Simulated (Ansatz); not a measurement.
Reaction (formal hydrolysis of a B–Cl bond): `COB(F)Cl` + H₂O → `COB(O)F` + HCl

Isolated molecules relaxed with PBE0-D4/def2-TZVP in Ansatz; ΔE leaves out vibrations. CCSD(T)/CBS is the MP2 limit (def2-TZVPP, def2-QZVPP) plus CCSD(T) − MP2 in def2-TZVPP, frozen cores. This one scheme is used for every species. Functionals use def2-TZVPP. B3LYP here is the variant with VWN-RPA as its local correlation; programs differ in this. HSE06 is defined as in plane-wave codes. One conformer a species, not always the lowest.

```json
{"level": "LDA (SPW92)", "ΔE (kJ/mol)": "-44.0", "difference from CCSD(T)/CBS": "-2.7"}
{"level": "PBE-D4", "ΔE (kJ/mol)": "-36.1", "difference from CCSD(T)/CBS": "5.2"}
{"level": "revPBE-D4", "ΔE (kJ/mol)": "-33.5", "difference from CCSD(T)/CBS": "7.8"}
{"level": "BLYP-D4", "ΔE (kJ/mol)": "-40.8", "difference from CCSD(T)/CBS": "0.5"}
{"level": "r2SCAN-D4", "ΔE (kJ/mol)": "-42.1", "difference from CCSD(T)/CBS": "-0.8"}
{"level": "B97M-V", "ΔE (kJ/mol)": "-43.8", "difference from CCSD(T)/CBS": "-2.5"}
{"level": "PBE0-D4", "ΔE (kJ/mol)": "-40.1", "difference from CCSD(T)/CBS": "1.2"}
{"level": "r2SCANh-D4", "ΔE (kJ/mol)": "-43.1", "difference from CCSD(T)/CBS": "-1.8"}
{"level": "r2SCAN0-D4", "ΔE (kJ/mol)": "-44.6", "difference from CCSD(T)/CBS": "-3.3"}
{"level": "HSE06-D4", "ΔE (kJ/mol)": "-40.1", "difference from CCSD(T)/CBS": "1.2"}
{"level": "BHLYP-D4", "ΔE (kJ/mol)": "-49.5", "difference from CCSD(T)/CBS": "-8.2"}
{"level": "CAM-B3LYP-D4", "ΔE (kJ/mol)": "-49.6", "difference from CCSD(T)/CBS": "-8.3"}
{"level": "ωB97X-V", "ΔE (kJ/mol)": "-43.6", "difference from CCSD(T)/CBS": "-2.3"}
{"level": "B2PLYP", "ΔE (kJ/mol)": "-45.7", "difference from CCSD(T)/CBS": "-4.4"}
{"level": "PBE-QIDH", "ΔE (kJ/mol)": "-42.7", "difference from CCSD(T)/CBS": "-1.4"}
{"level": "PBE", "ΔE (kJ/mol)": "-37.9", "difference from CCSD(T)/CBS": "3.4"}
{"level": "revPBE", "ΔE (kJ/mol)": "-36.2", "difference from CCSD(T)/CBS": "5.1"}
{"level": "BLYP", "ΔE (kJ/mol)": "-44.6", "difference from CCSD(T)/CBS": "-3.3"}
{"level": "r2SCAN", "ΔE (kJ/mol)": "-42.5", "difference from CCSD(T)/CBS": "-1.2"}
{"level": "PBE0", "ΔE (kJ/mol)": "-41.7", "difference from CCSD(T)/CBS": "-0.4"}
{"level": "B3LYP", "ΔE (kJ/mol)": "-47.6", "difference from CCSD(T)/CBS": "-6.3"}
{"level": "r2SCANh", "ΔE (kJ/mol)": "-43.5", "difference from CCSD(T)/CBS": "-2.2"}
{"level": "r2SCAN0", "ΔE (kJ/mol)": "-45.1", "difference from CCSD(T)/CBS": "-3.8"}
{"level": "HSE06", "ΔE (kJ/mol)": "-41.6", "difference from CCSD(T)/CBS": "-0.3"}
{"level": "BHLYP", "ΔE (kJ/mol)": "-52.6", "difference from CCSD(T)/CBS": "-11.3"}
{"level": "CAM-B3LYP", "ΔE (kJ/mol)": "-51.3", "difference from CCSD(T)/CBS": "-10.0"}
{"level": "LC-ωPBE", "ΔE (kJ/mol)": "-44.7", "difference from CCSD(T)/CBS": "-3.4"}
{"level": "HF/def2-SVP", "ΔE (kJ/mol)": "-64.3", "difference from CCSD(T)/CBS": "-23.0"}
{"level": "MP2/def2-SVP", "ΔE (kJ/mol)": "-53.2", "difference from CCSD(T)/CBS": "-11.9"}
{"level": "CCSD/def2-SVP", "ΔE (kJ/mol)": "-57.8", "difference from CCSD(T)/CBS": "-16.5"}
{"level": "CCSD(T)/def2-SVP", "ΔE (kJ/mol)": "-56.2", "difference from CCSD(T)/CBS": "-14.9"}
{"level": "HF/def2-TZVPP", "ΔE (kJ/mol)": "-58.3", "difference from CCSD(T)/CBS": "-17.0"}
{"level": "MP2/def2-TZVPP", "ΔE (kJ/mol)": "-40.2", "difference from CCSD(T)/CBS": "1.1"}
{"level": "SCS-MP2/def2-TZVPP", "ΔE (kJ/mol)": "-44.1", "difference from CCSD(T)/CBS": "-2.8"}
{"level": "CCSD/def2-TZVPP", "ΔE (kJ/mol)": "-48.6", "difference from CCSD(T)/CBS": "-7.3"}
{"level": "CCSD(T)/def2-TZVPP", "ΔE (kJ/mol)": "-45.5", "difference from CCSD(T)/CBS": "-4.2"}
{"level": "HF/def2-QZVPP", "ΔE (kJ/mol)": "-58.1", "difference from CCSD(T)/CBS": "-16.8"}
{"level": "MP2/def2-QZVPP", "ΔE (kJ/mol)": "-37.7", "difference from CCSD(T)/CBS": "3.6"}
{"level": "MP2/CBS(def2)", "ΔE (kJ/mol)": "-36.0", "difference from CCSD(T)/CBS": "5.3"}
{"level": "CCSD/CBS(def2)", "ΔE (kJ/mol)": "-44.4", "difference from CCSD(T)/CBS": "-3.1"}
{"level": "CCSD(T)/CBS", "ΔE (kJ/mol)": "-41.3", "difference from CCSD(T)/CBS": "0"}
```

Largest T1 diagnostic among the species: 0.012.

From PBE to PBE0 (25 % exact exchange), in def2-TZVPP and without D4, ΔE moves by −3.9 kJ/mol. Leaving LDA and LC-ωPBE aside and taking each functional with its dispersion term where it has one, the values spread over 16.1 kJ/mol, from CAM-B3LYP-D4 to revPBE-D4. LDA lies −6.2 kJ/mol from PBE without D4.
